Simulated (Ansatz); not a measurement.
`F[SiH2][SiH](F)S` → `F[Si]S` + `F[SiH3]` at 600 K and 1 bar (silylene formation by 1,1-elimination).

Computed with Ansatz on PBE0-D4/def2-TZVP structures; ΔE is electronic, products minus reactants. CCSD(T)/CBS is the MP2 limit (def2-TZVPP, def2-QZVPP) plus CCSD(T) − MP2 in def2-TZVPP, frozen cores. This one scheme is used for every species. One conformer a species, not always the lowest.

| species | CCSD(T)/CBS energy (Eh) | H − E (kJ/mol) | S (J/(mol·K)) |
| --- | --- | --- | --- |
| `F[SiH2][SiH](F)S` | -1178.07420 | 176.0 | 469.5 |
| `F[Si]S` | -787.30018 | 64.6 | 328.1 |
| `F[SiH3]` | -390.72345 | 101.0 | 280.0 |

H − E and S are ideal-gas, rigid-rotor, harmonic terms from PBE0-D4/def2-TZVP, for one conformer and one mirror image of each species. 1 Eh = 2625.50 kJ/mol, R = 8.31446 J/(mol·K).

Task: By hand: ΔE, ΔH, ΔS and ΔG.

Result: ΔE = (-787.30018) + (-390.72345) − (-1178.07420) = 0.05057 Eh = 132.8 kJ/mol. Δ(H − E) = 64.6 + 101.0 − 176.0 = -10.4, so ΔH = 122.4 kJ/mol. ΔS = 328.1 + 280.0 − 469.5 = 138.6 J/(mol·K). ΔG = 122.4 − 600 × (138.6)/1000 = 39.2 kJ/mol.

Task: By hand: the equilibrium constant, and the temperature at which ΔG would vanish if ΔH and ΔS stayed fixed.

Result: log₁₀ K = −ΔG/(RT ln 10) = -3.4. ΔG = 0 at ΔH/ΔS = 883 K.

The number of gas molecules changes by +1, which sets the sign of ΔS. A doubt of 5 kJ/mol in ΔE shifts log₁₀ K by 0.4 here. Other conformers and mirror images would add mixing entropy, several J/(mol·K) or more a flexible species. Modes under 60 cm⁻¹, often nearly free rotors, make the harmonic entropy too high. These are equilibria of isolated gas molecules and say nothing of rates. Largest T1 diagnostic: 0.015 (customary marks: 0.02 for closed shells, 0.045 for open ones).
